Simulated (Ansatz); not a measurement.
Consider the isomerisation: `O=[C]1[CH2][Al]1[OH]` → `C=[C]1[O][Al]1[OH]`.

Gas-phase electronic energies from Ansatz, PBE0-D4/def2-TZVP geometries. CCSD(T)/CBS adds triple-zeta CCSD(T) − MP2 to the extrapolated MP2 energy (def2 sets, frozen cores). DFT in def2-TZVPP. One conformer a species, not always the lowest.

CCSD(T)/CBS gives -82.1 kJ/mol.

Task: Another level gave -60.2 kJ/mol. Which?
A. r2SCANh/def2-TZVPP
B. BLYP/def2-TZVPP
C. BHLYP-D4/def2-TZVPP
D. r2SCAN0/def2-TZVPP

Result: B. BLYP -60.2, r2SCANh -69.3, r2SCAN0 -75.2, BHLYP-D4 -88.3 kJ/mol.

Task: What do rigid-rotor, harmonic-oscillator terms from PBE0-D4/def2-TZVP frequencies (298.15 K, 1 bar) make of the CCSD(T)/CBS value? (Estimate.)

Result: The calculation gave: ΔZPE = +3.4 kJ/mol, ΔH = -79.3 kJ/mol, ΔS = -8 J/(mol·K), ΔG = -76.9 kJ/mol.

Largest T1 diagnostic among the species: 0.021, so the coupled-cluster value is less sure than usual.

From BLYP to BHLYP (50 % exact exchange), in def2-TZVPP and without D4, ΔE moves by −27.7 kJ/mol. Leaving LDA and LC-ωPBE aside and taking each functional with its dispersion term where it has one, the values, not all of them listed here, spread over 39.0 kJ/mol, from BHLYP-D4 to PBE-D4. In def2-TZVPP, CCSD(T) changes the Hartree–Fock value by +22.2 kJ/mol (the triples alone add +8.1 kJ/mol) and MP2 by +19.9 kJ/mol.
